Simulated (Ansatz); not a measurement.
Reaction: BPH4 (SMILES BP) → BPH3 (SMILES P[BH], doublet) + H (doublet) (the B-H bond breaks)
Each species at its own B3LYP-D3(BJ)/def2-TZVP minimum (Ansatz, an electronic-structure program).

Quantity: bond dissociation energy (electronic), in kcal/mol. Radicals and triplets start from unrestricted determinants; spin-orbit coupling is neglected. CBS(X,Y): correlation extrapolated as X^-3, Hartree-Fock from the larger set (Q,5: extrapolated as (X+1)exp(-9√X)). A bracket is a step between two methods taken in the basis named. Functionals run without relativity, which enters their misses. Double hybrids freeze cores in their MP2 part. 'core' is core correlation in cc-pwCVTZ (1s frozen past Ne), 'X2C' scalar relativity in cc-pVTZ-DK, both at CCSD(T). Where a partner has so few electrons that a lower coupled-cluster level is exact, that level stands in.

CCSD(T)/CBS(cc-pV(Q+d)Z,cc-pV(5+d)Z) + [CCSDT(Q) - CCSD(T)]/cc-pV(T+d)Z + core + X2C (Ansatz) gives 108.0 kcal/mol.

Task: How far off this value is PBE/def2-TZVPD (Ansatz), in which direction, and which of these levels come nearer: r2SCAN/def2-TZVPD, PBE0/def2-TZVPD, wB97M-V/def2-TZVPD, B2PLYP/def2-TZVPD, CCSD(T)/CBS(cc-pV(Q+d)Z,cc-pV(5+d)Z) + core + X2C?

Result: PBE gives 103.0 kcal/mol, 5.0 kcal/mol below it. Differences of the others: r2SCAN/def2-TZVPD (Ansatz) -5.3; PBE0/def2-TZVPD (Ansatz) -4.3; wB97M-V/def2-TZVPD (Ansatz) 0.9; B2PLYP/def2-TZVPD (Ansatz) -1.6; CCSD(T)/CBS(cc-pV(Q+d)Z,cc-pV(5+d)Z) + core + X2C (Ansatz) 0.2 kcal/mol. Nearer than PBE: PBE0/def2-TZVPD, wB97M-V/def2-TZVPD, B2PLYP/def2-TZVPD, CCSD(T)/CBS(cc-pV(Q+d)Z,cc-pV(5+d)Z) + core + X2C.
